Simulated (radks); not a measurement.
Initial-state core-level shifts of the rhenium ion Re3+ when its valence configuration changes from [Xe] 4f14 5d4. All-electron calculation, scalar-relativistic Kohn-Sham, PBE, spin-polarised, spherical densities, finite nucleus; open shells are filled with parallel spins first (spin-orbit coupling, left out, can overturn this in heavy ions); Fermi nuclear charge, rms radius 5.3698 fm. Program: a radial shooting solver on a logarithmic mesh with Libxc functionals. Shifts are changes of the shell-averaged eigenvalues in eV (positive: less bound); the change of the density at the nucleus, which sets a Mossbauer isomer shift, is in e/bohr^3, on a base of 1.649e+06.

| valence | 1s | 2s | 3p | 4p | density at nucleus |
|---|---|---|---|---|---|
| 4f12 5d6 | -22.046 | -23.930 | -27.095 | -23.262 | +186.2 |
| 4f12 5d5.5 6p0.5 | -24.668 | -26.633 | -29.764 | -25.906 | +193.8 |
| 4f14 5d3 6s1 | -3.777 | -3.942 | -3.856 | -3.822 | +174.5 |
| 4f13 5d4 6p1 | -16.034 | -17.095 | -18.536 | -16.753 | +104.7 |
| 4f14 5d3 6p1 | -5.229 | -5.379 | -5.298 | -5.267 | +13.0 |
| 4f14 5d3.5 6s0.5 | -1.871 | -1.951 | -1.910 | -1.895 | +85.2 |
| 4f12 5d4 6s2 | -30.266 | -32.512 | -35.481 | -31.518 | +568.4 |
| 4f14 5d2 6p2 | -10.552 | -10.869 | -10.685 | -10.612 | +28.4 |
| 4f14 5d2 6s1 6p1 | -9.127 | -9.456 | -9.269 | -9.194 | +197.5 |
